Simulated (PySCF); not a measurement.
Isomers of C6H11N, from PBE0-D3(BJ)/def2-SVP geometry optimisation, gas phase (PySCF 2.14.0). One conformer each, no zero-point energy, no frequencies.

Question: Which isomer lies lower at this level?
A. `[CH2:1]=[N:2][CH:3]1[CH2:4][CH2:5][CH2:6][CH2:7]1` with C1–N2–C3–C4 119°, N2–C3–C4–C5 138°, C3–C4–C5–C6 -38°, C4–C5–C6–C7 42°, C5–C6–C7–C3 -30°: A = 5947, B = 1833, C = 1562 MHz, dipole 1.22 D
B. `[CH3:1][CH2:2][CH2:3][CH2:4][CH2:5][C:6]#[N:7]` with C1–C2–C3–C4 180°, C2–C3–C4–C5 180°, C3–C4–C5–C6 -62°: A = 5460, B = 1122, C = 985.6 MHz, dipole 3.87 D

Answer: B. That is `CCCCCC#N` (hexanenitrile), 6.5 kcal/mol below the other.

| SMILES | mapped SMILES | E (Eh) | relative (kcal/mol) | relative (kJ/mol) | dipole (D) |
| --- | --- | --- | --- | --- | --- |
| CCCCCC#N | [CH3:1][CH2:2][CH2:3][CH2:4][CH2:5][C:6]#[N:7] | -289.45455 | 0.0 | 0.0 | 3.87 |
| C=NC1CCCC1 | [CH2:1]=[N:2][CH:3]1[CH2:4][CH2:5][CH2:6][CH2:7]1 | -289.44426 | 6.5 | 27.0 | 1.22 |

As drawn, the lower has a C≡N group, which the higher lacks; the higher has a C=N bond, which the lower lacks.
